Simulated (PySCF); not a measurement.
# Iron: a sound run and one with changed settings

Sound run: Fe [Ar] 3d6 4s2, Fe⁺ [Ar] 3d6 4s1. All numbers are calculated (PySCF 2.14, scalar relativity by spin-free X2C-1e, in jorge-DZP-DKH (8s6p2d1f, 43 functions)). In the sound run the correlated levels freeze [Ar]. The sound run starts from symmetry-adapted Hartree-Fock orbitals and uses a fine grid where one is needed.

Changed run: initial guess 1e, at most 50 SCF cycles, level shift 0.1 hartree.

```
species  method  sound run (hartree)  changed run (hartree)  converged
     Fe     UHF          -1271.29417            -1271.19589        yes
     Fe  r2SCAN          -1272.51733            -1272.51733        yes
     Fe     LDA          -1270.01483            -1270.01559         no
    Fe⁺     UHF          -1271.06109            -1271.06109        yes
    Fe⁺  r2SCAN          -1272.24516            -1272.24516        yes
    Fe⁺     LDA          -1269.72337            -1269.72337        yes
    Fe⁺     MP2          -1271.14824            -1271.14491        yes
```

Ionisation energy of Fe:

```csv
method,sound run (eV),changed run (eV)
r2SCAN,7.406,7.406
```

The plain start fixes occupations by D2h representation alone, and Fe at UHF landed in another state (other ⟨L²⟩ or ⟨S²⟩). A level shift leaves the converged SCF energy unchanged but raises the virtual orbital energies, which shrinks MP2 if it is not removed.

For comparison, NIST gives 7.902 eV between the lowest levels.
